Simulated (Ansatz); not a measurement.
Frontier orbitals of C₂H₆BClO₂ (`COB(Cl)OC`).

```xyz
12

C     1.6037   -0.5731    1.1677
O     0.6138   -0.0509    0.3034
B    -0.6347   -0.5558    0.2078
Cl   -1.1556   -1.9463    1.1771
O    -1.5377   -0.0183   -0.6332
C    -1.1857    1.0942   -1.4370
H     1.2796   -0.5250    2.2095
H     2.4986    0.0350    1.0391
H     1.8326   -1.6116    0.9187
H    -2.0648    1.3611   -2.0221
H    -0.8874    1.9451   -0.8201
H    -0.3625    0.8456   -2.1109
```

The species carries charge 0 and has multiplicity 1. All single points use the PBE0-D4/def2-TZVP geometry. It is one conformer, not always the lowest. Basis def2-TZVPP, Ansatz.

| functional | HOMO (eV) | LUMO (eV) |
| --- | --- | --- |
| r2SCAN0 | -8.81 | 1.20 |

Q: Give HOMO and LUMO (eV) with LDA (SPW92), PBE, revPBE, BLYP, r2SCAN, B97M-V, PBE0, B3LYP, r2SCANh, HSE06 (plane-wave form), BHLYP, CAM-B3LYP, LC-ωPBE, ωB97X-V, ωB97M-V, HF. (An estimate is asked.)

A: The calculation gave: 
```
             functional    HOMO   LUMO
            LDA (SPW92)   -7.16  -0.34
                    PBE   -7.02  -0.06
                 revPBE   -6.96   0.05
                   BLYP   -6.92   0.07
                 r2SCAN   -7.36   0.35
                 B97M-V   -7.47   0.31
                   PBE0   -8.57   0.92
                  B3LYP   -8.32   0.59
                r2SCANh   -7.94   0.69
HSE06 (plane-wave form)   -8.16   0.55
                  BHLYP  -10.04   1.48
              CAM-B3LYP  -10.01   1.63
                LC-ωPBE  -11.37   2.92
                ωB97X-V  -11.03   2.69
                ωB97M-V  -10.93   2.21
                     HF  -12.31   3.33
```

B3LYP here is the variant with VWN-RPA as its local correlation; programs differ in this. LC-ωPBE has ω = 0.4 bohr⁻¹. Positive LUMOs are unbound and depend on the basis.
